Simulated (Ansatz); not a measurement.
Computed with Ansatz.

A structure relaxed at PBE0-D4/def2-TZVP, charge 0, multiplicity 1:

Cartesian coordinates in Å:
```
Si -0.2274 -2.1482 0.4285
N -0.8753 -0.9795 -0.6682
Si -0.0276 0.2881 -1.4550
O 0.1196 1.6390 -0.5425
Si 0.5105 2.1638 0.9562
H 1.2226 -1.8535 0.5552
H -0.4089 -3.5401 -0.0650
H -0.8689 -2.0586 1.7681
H -1.8798 -0.9726 -0.7776
H 1.3335 -0.2066 -1.7728
H -0.7814 0.6805 -2.6678
H -0.0830 3.5088 1.1528
H 1.9872 2.2472 1.1017
H -0.0212 1.2316 1.9866
```

Problem. Give its formula and SMILES.

Solution. H9NOSi3, `[SiH3]N[SiH2]O[SiH3]`.

Problem. Point group (tolerance 0.08 Å, 0.16 Å for H)?

Solution. C1.

Problem. Summarise the bond lengths by kind.

Solution. 2 × N–Si 1.716 to 1.729 Å; 8 × H–Si 1.481 to 1.488 Å; 1 × H–N 1.010 Å; 2 × O–Si 1.635 to 1.637 Å.
